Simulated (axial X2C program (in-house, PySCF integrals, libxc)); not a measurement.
Low determinants of ZrTe⁺ at the PBE0 level, two-component

Calculated with an in-house all-electron X2C program for linear molecules (integrals from PySCF). Two-component (2c) means X2C with spin–orbit coupling and atomic mean-field two-electron Coulomb and Gaunt terms. Basis: Te dyall-cv3z [11s12p8d4f1g], Zr dyall-cv3z [11s12p9d6f3g] (cores contracted in-house); Gaussian nuclei, density fitting, unrestricted open shells. Masses: Te 129.906 u, Zr 89.905 u.

Search at 2.550 Å (vertical energies from the lowest determinant):

```json
{"ΔE (eV)": "0.00", "state": "Ω = 3/2", "electrons beyond evenly filled partner blocks": "ω = 3/2", "electrons in ±ω = 1/2, 3/2, 5/2, 7/2": "58 27 6 0"}
{"ΔE (eV)": "0.08", "state": "Ω = 5/2", "electrons beyond evenly filled partner blocks": "ω = 5/2", "electrons in ±ω = 1/2, 3/2, 5/2, 7/2": "58 26 7 0"}
{"ΔE (eV)": "0.20", "state": "Ω = 1/2", "electrons beyond evenly filled partner blocks": "ω = 1/2", "electrons in ±ω = 1/2, 3/2, 5/2, 7/2": "59 26 6 0"}
{"ΔE (eV)": "0.90", "state": "Ω = 5/2", "electrons beyond evenly filled partner blocks": "ω = -1/2, 2 × ω = 3/2", "electrons in ±ω = 1/2, 3/2, 5/2, 7/2": "59 26 6 0"}
{"ΔE (eV)": "0.91", "state": "Ω = 9/2", "electrons beyond evenly filled partner blocks": "ω = 1/2, ω = 3/2, ω = 5/2", "electrons in ±ω = 1/2, 3/2, 5/2, 7/2": "59 25 7 0"}
{"ΔE (eV)": "1.21", "state": "Ω = 1/2", "electrons beyond evenly filled partner blocks": "2 × ω = -1/2, ω = 3/2", "electrons in ±ω = 1/2, 3/2, 5/2, 7/2": "58 27 6 0"}
{"ΔE (eV)": "1.27", "state": "Ω = 7/2", "electrons beyond evenly filled partner blocks": "2 × ω = 1/2, ω = 5/2", "electrons in ±ω = 1/2, 3/2, 5/2, 7/2": "58 26 7 0"}
```

Lowest determinant, Ω = 3/2 (⟨Sz⟩ = -0.50, ⟨Lz⟩ = 2.00 at PBE0): Re = 2.503 Å, ωe = 301.9 cm⁻¹.

The determinant in row 2 of the search, Ω = 5/2 (⟨Sz⟩ = 0.50, ⟨Lz⟩ = 2.00 at PBE0), was followed along the bond at PBE0; measured from the minimum of the lowest determinant it gives:

Te = 0.084 eV (679 cm⁻¹), Re = 2.505 Å, ωe = 299.8 cm⁻¹.

(1) Compare the bond of the determinant in row 2 with that of the lowest one.

The search compares states at one distance, so a state with another bond length can lie lower; it is not exhaustive and yields mostly the lowest determinant of each block pattern, so other components and higher states of one pattern are missing. These are energies of single determinants, not of spin-adapted states; PBE0 term energies can be off by some tenths of an eV, and the functional has no current term. The lowest determinant need not be the ground state where others lie within half an eV.

Answers

(1) At PBE0 its Re is 0.002 Å longer and its force constant, which goes as ωe², is 0.99 times that of the lowest determinant. T0 ≈ Te + Δωe/2 = 679 + (-1) = 678 cm⁻¹.
